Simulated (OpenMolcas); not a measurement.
## Mn, Tc, Re: d5 s2 down the group

- Program: OpenMolcas 26.06
- Method: CASSCF
- Basis: ANO-RCC-VTZP
- Scalar Hamiltonian: DKH2, point nucleus
- Spin-orbit coupling: state interaction with AMFI integrals over the reference wave functions, term energies averaged over their components

Active space for each ion: 5 electrons in 5 orbitals (d).

Computed levels in cm-1 above 6S 5/2:

```json
{"Level": "4G 7/2", "Mn": "31153", "Tc": "23405", "Re": "21124"}
{"Level": "4G 11/2", "Mn": "31156", "Tc": "23431", "Re": "21551"}
{"Level": "4G 9/2", "Mn": "31160", "Tc": "23474", "Re": "22022"}
{"Level": "4P 3/2", "Mn": "35821", "Tc": "26724", "Re": "22647"}
{"Level": "4P 1/2", "Mn": "35870", "Tc": "27082", "Re": "24489"}
{"Level": "4D 7/2", "Mn": "38719", "Tc": "28809", "Re": "26582"}
{"Level": "4D 1/2", "Mn": "38760", "Tc": "29194", "Re": "29141"}
{"Level": "4D 3/2", "Mn": "38797", "Tc": "29462", "Re": "29997"}
{"Level": "4D 5/2", "Mn": "38808", "Tc": "29482", "Re": "28667"}
{"Level": "weight of 6S in the lowest level (%)", "Mn": "100", "Tc": "100", "Re": "94"}
```

Mixed levels, with the weight of the term that names them: Re 4P 3/2 (53 %), Re 4P 1/2 (72 %), Re 4D 1/2 (74 %), Re 4D 3/2 (52 %), Re 4D 5/2 (50 %).

Measured, with the error of the calculation in %. Measured levels: Re from NIST Handbook of Basic Atomic Spectroscopic Data.

| Level | Re |
| --- | --- |
| 4G 7/2 | 15058 (+40.3) |
| 4G 11/2 | 16307 (+32.2) |
| 4G 9/2 | 16619 (+32.5) |

Without spin-orbit coupling 4G lies 31154, 23419, 21475 cm-1 above 6S in that order; the difference to the level 4G 7/2, of either sign, comes from spin-orbit coupling, which also lowers the zero.

Some high roots are left out of the spin-orbit mixing, which shifts the levels that they would mix with. Without dynamic correlation excited terms often stand tens of per cent too high (terms of higher spin than the ground term too low), and those without a measured partner can miss by more than the paired ones. With the s shell closed, the reference lacks s² → p², s² → d² and s → d mixing, so excited terms can stand far too high and out of order, with CASPT2 too. Computed and measured levels are paired by configuration, term and J; levels that our copy of the source lacks, or whose pairing is in doubt (as where it misses far off the trend of its configuration), stay unpaired and out of the deviations. Levels of configurations outside the active space are missing.
